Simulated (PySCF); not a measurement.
N-methylmethanimine (C2H5N), SMILES C=NC. Geometry optimised at PBE0-D3(BJ)/def2-TZVP.

TDA-CAM-B3LYP/def2-SVPD (PySCF) puts the lowest singlet excitations at 5.06, 7.32, 8.11, 8.47, 8.54, 8.73 eV.

Question: What are the lowest excitation roots from ADC(2)/aug-cc-pVDZ run with PySCF? (Estimate from the structure and the level; the computed values follow.)

Answer: 5.19, 6.22, 6.91, 6.92, 7.40, 7.75 eV. S1 differs by 0.12 eV (second minus first; roots are paired by order, and the bases may differ).
